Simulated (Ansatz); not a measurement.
Isolated molecules relaxed with PBE0-D4/def2-TZVP in Ansatz; ΔE leaves out vibrations. CCSD(T)/CBS is the MP2 limit (def2-TZVPP, def2-QZVPP) plus CCSD(T) − MP2 in def2-TZVPP, frozen cores. DFT in def2-TZVPP. B3LYP here is the variant with VWN-RPA as its local correlation; programs differ in this. For Ga, Se outer-core shells are correlated without core-valence functions, which leaves a few kJ/mol of doubt a bond. Scalar relativity is left out up to krypton. Each species was taken in one conformer, which may not be the lowest.

Consider the substitution at a C–C bond: `CCCCCCCCC` + `[OH][GaH][SeH]` → `C[O][GaH][SeH]` + `CCCCCCCC`.

`CCCCCCCCC`:

Cartesian coordinates in Å:
```
C 2.316 -0.497 2.063
C 0.920 -0.731 2.615
C 0.056 0.525 2.664
C -0.164 1.213 1.322
C -0.830 0.339 0.273
C -1.122 1.086 -1.021
C -1.711 0.220 -2.137
C -0.693 -0.347 -3.120
C 0.364 -1.254 -2.510
H 2.921 -1.406 2.118
H 2.292 -0.185 1.016
H 2.837 0.283 2.626
H 0.996 -1.137 3.629
H 0.418 -1.503 2.023
H 0.513 1.242 3.357
H -0.919 0.266 3.094
H 0.792 1.579 0.930
H -0.778 2.108 1.483
H -0.204 -0.532 0.063
H -1.771 -0.059 0.674
H -1.809 1.907 -0.792
H -0.201 1.565 -1.381
H -2.434 0.810 -2.710
H -2.284 -0.602 -1.690
H -1.231 -0.899 -3.898
H -0.197 0.487 -3.631
H 1.012 -1.673 -3.283
H 1.003 -0.716 -1.807
H -0.093 -2.089 -1.971
```

`[OH][GaH][SeH]`:

Cartesian coordinates in Å:
```
O -0.043 -0.475 1.519
Ga 0.272 0.726 0.241
Se -0.105 0.152 -1.984
H -0.365 -1.322 1.205
H 0.792 2.124 0.661
H -0.552 -1.205 -1.642
```

`C[O][GaH][SeH]`:

Cartesian coordinates in Å:
```
C -0.124 -0.348 1.545
O 0.161 0.392 0.385
Ga -0.110 -0.239 -1.258
Se 0.475 1.258 -2.919
H 0.789 -0.480 2.136
H -0.852 0.190 2.161
H -0.533 -1.346 1.334
H -0.686 -1.669 -1.477
H 0.881 2.243 -1.907
```

`CCCCCCCC`:

Z-matrix (Å, degrees):
```
C
C 1 1.519
H 1 1.094 2 111.1
H 1 1.094 2 111.1 3 119.5
H 1 1.092 2 111.7 3 -120.2
C 2 1.520 1 113.1 3 -59.8
H 2 1.096 1 109.6 3 178.1
H 2 1.096 1 109.6 3 62.2
C 6 1.519 2 113.5 1 179.8
H 6 1.097 2 109.3 1 57.5
H 6 1.098 2 109.2 1 -57.9
C 9 1.520 6 113.1 2 179.7
H 9 1.096 6 108.9 2 57.0
H 9 1.098 6 109.4 2 -58.3
C 12 1.524 9 114.4 6 176.0
H 12 1.096 9 109.2 6 -60.4
H 12 1.096 9 108.8 6 54.4
C 15 1.525 12 115.3 9 60.0
H 15 1.096 12 108.8 9 -62.5
H 15 1.097 12 108.7 9 -177.6
C 18 1.520 15 113.9 12 59.5
H 18 1.095 15 108.4 12 -178.7
H 18 1.095 15 109.8 12 -63.7
H 21 1.093 18 111.8 15 -64.0
H 21 1.092 18 111.2 15 176.0
H 21 1.094 18 111.1 15 56.1
```

(1) Is it downhill or uphill in electronic energy at CCSD(T)/CBS, and by how much? (Estimate.)

(2) What do these levels give: PBE-D4, r2SCAN-D4, B3LYP-D4, ωB97M-V, B2PLYP, PBE0, B3LYP, HF/def2-TZVPP, SCS-MP2/def2-TZVPP, CCSD(T)/def2-TZVPP, HF/def2-QZVPP, CCSD/CBS(def2)? (Estimate.)

Largest T1 diagnostic among the species: 0.013.

Answers

(1) The calculation gave: Uphill: ΔE = +0.53 eV.

(2) Ansatz gave: PBE-D4 0.48, r2SCAN-D4 0.48, B3LYP-D4 0.44, ωB97M-V 0.51, B2PLYP 0.44, PBE0 0.46, B3LYP 0.37, HF/def2-TZVPP 0.33, SCS-MP2/def2-TZVPP 0.50, CCSD(T)/def2-TZVPP 0.51, HF/def2-QZVPP 0.34, CCSD/CBS(def2) 0.51 eV.

The D4 term adds +0.06 eV with B3LYP and +0.04 eV with PBE0; it sums over pairs of atoms, weighted by their polarisabilities, and B3LYP, whose exchange is more repulsive, gets the larger term. In def2-TZVPP, CCSD(T) changes the Hartree–Fock value by +0.18 eV (the triples alone add +0.02 eV) and MP2 by +0.23 eV.
